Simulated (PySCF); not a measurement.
Broadened absorption spectrum of C2H7ClSi2

Compound: C₂H₇ClSi₂.
SMILES: `[SiH3]/C=C\[SiH2]Cl`

Computed with TDDFT CAM-B3LYP/def2-SVPD, vertical, gas phase, core orbitals frozen in the response (PySCF). Isolated species at its PBE0-D3(BJ)/def2-SVP geometry (one conformer only). Torsions of this conformer, `[SiH3:1]/[CH:2]=[CH:3]\[SiH2:4][Cl:5]`: C2–C3–Si4–Cl5 -52°.

Computed states:

```
state  E (eV)       f
   S1    5.65  0.0028
   S2    6.27   0.303
   S3    6.83   0.013
   S4    7.02  0.0027
   S5    7.42   0.020
   S6    7.66  0.0061
   S7    7.79  0.0016
   S8    7.82   0.014
   S9    8.00  0.0010
  S10    8.09   0.026
```

Each state is given a Gaussian of 0.3 eV full width at half maximum, with ε(max) = 2.175×10⁸ f / Δν̃ (Δν̃ the width in cm⁻¹). The cross-section is σ = 3.8235×10⁻²¹ ε cm², given in Mb (10⁻¹⁸ cm²). The width is an assumption, not a result. The curve ends short of the highest state used, and states not computed would add to its high-energy end.

(1) Give the broadened spectrum and its maxima.

(2) Coming from long wavelengths, where does ε first pass 100 L mol⁻¹ cm⁻¹?

(3) On this curve, what absorbance would a 10⁻⁴ mol/L sample give at 222 nm over a 1 cm path?

Results:

(1) 
```json
{"E (eV)": "5.20", "σ (Mb)": "0.00"}
{"E (eV)": "5.30", "σ (Mb)": "0.02"}
{"E (eV)": "5.40", "σ (Mb)": "0.13"}
{"E (eV)": "5.50", "σ (Mb)": "0.45"}
{"E (eV)": "5.60", "σ (Mb)": "0.87"}
{"E (eV)": "5.70", "σ (Mb)": "0.90"}
{"E (eV)": "5.80", "σ (Mb)": "0.61"}
{"E (eV)": "5.90", "σ (Mb)": "1.67"}
{"E (eV)": "6.00", "σ (Mb)": "10.99"}
{"E (eV)": "6.10", "σ (Mb)": "42.62"}
{"E (eV)": "6.20", "σ (Mb)": "89.43"}
{"E (eV)": "6.30", "σ (Mb)": "101.35"}
{"E (eV)": "6.39", "σ (Mb)": "66.99"}
{"E (eV)": "6.49", "σ (Mb)": "23.67"}
{"E (eV)": "6.59", "σ (Mb)": "5.23"}
{"E (eV)": "6.69", "σ (Mb)": "2.92"}
{"E (eV)": "6.79", "σ (Mb)": "4.40"}
{"E (eV)": "6.89", "σ (Mb)": "4.46"}
{"E (eV)": "6.99", "σ (Mb)": "2.89"}
{"E (eV)": "7.09", "σ (Mb)": "1.61"}
{"E (eV)": "7.19", "σ (Mb)": "1.90"}
{"E (eV)": "7.29", "σ (Mb)": "4.34"}
{"E (eV)": "7.39", "σ (Mb)": "6.94"}
{"E (eV)": "7.49", "σ (Mb)": "6.81"}
```

Maxima: 219 nm (5.66 eV), ε about 250, made up of S1 (100%); 198 nm (6.27 eV), ε about 27000, made up of S2 (100%); 181 nm (6.84 eV), ε about 1200, made up of S3 (93%); 167 nm (7.43 eV), ε about 1900, made up of S5 (93%) (ε in L mol⁻¹ cm⁻¹; maxima over ε = 5, shares over 10%).

(2) At about 226 nm (5.48 eV), 0.17 eV below S1.

(3) 222 nm is 5.585 eV, where ε is about 210 L mol⁻¹ cm⁻¹, so A = ε c l ≈ 0.021 (Beer–Lambert, with the gas-phase spectrum and the assumed width).

All these states lie below the vertical ionisation energy of 10.22 eV (ΔSCF).
